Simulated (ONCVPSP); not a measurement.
# Before and after: ONCV potential for Rh

rhodium, optimised norm-conserving Vanderbilt (ONCV), made with ONCVPSP 4.0.1 (LDA (Perdew-Zunger), non-relativistic). Core [Kr], reference 4d7 (charge +2). Waves: s scattering state at 0.17 Ha: rc 1.85 bohr, ncon 4, nbas 9, qcut 3.4 1/bohr, 1 projector; p scattering state at 0.1 Ha: rc 1.95 bohr, ncon 3, nbas 7, qcut 4.2 1/bohr, 2 projectors, debl 2.1 Ha; 4d: rc 1.90 bohr, ncon 4, nbas 9, qcut 8.1 1/bohr, 2 projectors, debl 0.6 Ha. Local part: polynomial inside 1.40 bohr (lpopt 5, dvloc0 3 Ha). Core correction: Teter function, fcfact 3.25, rcfact 1.6.

In the s channel the program set the typed energies aside and used 0.050 Ha. In the p channel the program set the typed energies aside and used 0.050, 2.150 Ha. In the d channel the program set the typed energies aside and used -0.967, 0.250 Ha.

Change: local potential polynomial inside 1.40 bohr (lpopt 5, dvloc0 -0.5 Ha).

Cutoffs: the cutoffs (Ha) at which the residual kinetic energy of the hardest occupied pseudo-wave falls to 1 and 0.1 mHa per electron; they do not see the model core or the augmentation charge, which bear on the density cutoff. Errors are all-electron minus pseudo energies relative to the spin-unpolarised reference configuration.

Q: How do hardness, ghosts and transferability respond?

A: The potential gets neither clearly harder nor softer (23 Ha and 27 Ha → 23 Ha and 27 Ha); the bound ghosts move from p to p, s; of the 4 tests that both files solve, the error grows in 2 and shrinks in 0 by more than 15 % and 0.3 meV (median size 118.9 → 144.9 meV). In the separable form a ghost depends on how the local part lies against the semilocal potential of the channel, so the choice of the local part can create or remove one.

```tsv
quantity	base	changed
cutoff, loose	23 Ha	23 Ha
cutoff, tight	27 Ha	27 Ha
bound ghosts	p	s, p
GHOST(+) flags under 300 eV	none	none
error for 4d8 5s1, meV [ΔE -27.31 eV]	+47	+140
error for 4d8, meV [ΔE -20.04 eV]	-87	-87
error for 4d6, meV [ΔE 33.14 eV]	-150	-150
error for 4d7 5s2, meV [ΔE -24.07 eV]	+222	+392
s: phases at 1.87 bohr within 0.05 rad from the reference energy up to (Ha; the scan ends near 5)	1.4	0.9
p: phases at 1.98 bohr within 0.05 rad from the reference energy up to (Ha; the scan ends near 5)	4.5	to the end of the scan
d: phases at 1.93 bohr within 0.05 rad from the reference energy up to (Ha; the scan ends near 5)	to the end of the scan	to the end of the scan
rms error of d²Exc/dni dnj with the model core, mHa	3.22	3.22
```

 A true bound ghost makes a file unfit for plane-wave use even where its test errors are small: the radial tests pick states by their node count and pass the ghost by.
